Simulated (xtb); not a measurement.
SZn, charge -1, doublet, geometry from GFN2-xTB of the parent state (such geometries of metal compounds can be far from the true shape) (a state made from the parent by changing its charge; the spin is typed, not shown lowest); xtb with GFN1-xTB.

Input for xtb:
```
$ xtb mol.xyz --gfn 1 --chrg -1 --uhf 1 --json

# file mol.xyz
2

Zn    -0.00000000    -0.00000000    -0.71518296
S      0.00000000     0.00000000     1.34096805
```

Problem. Predict the main parts of the log of this xtb run.

Solution. 
```
   ID    Z sym.   atoms
    1   30 Zn     1
    2   16 S      2

           -------------------------------------------------
          |                Calculation Setup                |
           -------------------------------------------------

           -------------------------------------------------
          |                 G F N 1 - x T B                 |
           -------------------------------------------------

          ...................................................
          :                      SETUP                      :
          :.................................................:
          :  # basis functions                  14          :
          :  # atomic orbitals                  13          :
          :  # shells                            5          :
          :  # electrons                         9          :
          :  # halogen bonds                     0          :
          :  max. iterations                   250          :
          :  Hamiltonian                  GFN1-xTB          :
          :  restarted?                      false          :
          :  GBSA solvation                  false          :
          :  PC potential                    false          :
          :  electronic temp.          300.0000000     K    :
          :  accuracy                    1.0000000          :
          :  -> integral cutoff          0.2500000E+02      :
          :  -> integral neglect         0.1000000E-07      :
          :  -> SCF convergence          0.1000000E-05 Eh   :
          :  -> wf. convergence          0.2000000E-04 e    :
          :  Broyden damping             0.4000000          :
          :  net charge                         -1          :
          :  unpaired electrons                  1          :
          ...................................................

 iter      E             dE          RMSdq      gap      omega  full diag
   1     -4.6390779 -0.463908E+01  0.140E+01    2.93       0.0  T
   2     -4.6887410 -0.496630E-01  0.424E+00    3.54       1.0  T
   3     -4.6928402 -0.409920E-02  0.155E+00    3.81       1.0  T
   4     -4.6928449 -0.470052E-05  0.239E-01    3.85       1.0  T
   5     -4.6928593 -0.144535E-04  0.812E-03    3.83       8.7  T
   6     -4.6928593 -0.460439E-08  0.485E-03    3.83      14.6  T
   7     -4.6928593 -0.153728E-08  0.472E-05    3.83    1497.0  T
   8     -4.6928593 -0.183853E-12  0.357E-06    3.83   19819.9  T

[...]
         :: total energy              -4.678040220936 Eh    ::
[...]
           -------------------------------------------------

    * Orbital Energies and Occupations

         #    Occupation            Energy/Eh            Energy/eV
      -------------------------------------------------------------
         1        2.0000           -0.5883861             -16.0108
         2        2.0000           -0.2854741              -7.7681
         3        2.0000           -0.1853729              -5.0443
         4        2.0000           -0.1853729              -5.0443
         5        1.0000           -0.1090808              -2.9682 (HOMO)
         6                          0.0316161               0.8603 (LUMO)
         7                          0.0316161               0.8603
         8                          0.2368564               6.4452
         9                          0.2368564               6.4452
        10                          0.2419760               6.5845
        11                          0.2449647               6.6658
        12                          0.2449647               6.6658
        13                          0.3175225               8.6402
      -------------------------------------------------------------
                  HL-Gap            0.1406970 Eh            3.8286 eV
             Fermi-level           -0.0929796 Eh           -2.5301 eV

  Mulliken/CM5 charges         n(s)   n(p)   n(d)
     1Zn   -0.68708 -0.59804   1.690  0.997  0.000
     2S    -0.31292 -0.40196   1.879  4.436 -0.001

Wiberg/Mayer (AO) data.
largest (>0.10) Wiberg bond orders for each atom

 ---------------------------------------------------------------------------
     #   Z sym  total        # sym  WBO       # sym  WBO       # sym  WBO
 ---------------------------------------------------------------------------
     1  30 Zn   1.899 --     2 S    1.899
     2  16 S    1.899 --     1 Zn   1.899
 ---------------------------------------------------------------------------

Topologies differ in total number of bonds
Writing topology from bond orders to xtbtopo.mol

 dipole moment from electron density (au)
     X       Y       Z
  -0.0000   0.0000  -0.0274  total (Debye):    0.070

           -------------------------------------------------
          | TOTAL ENERGY               -4.678040220936 Eh   |
          | GRADIENT NORM               0.074281567504 Eh/α |
          | HOMO-LUMO GAP               3.828559705202 eV   |
           -------------------------------------------------

normal termination of xtb
```
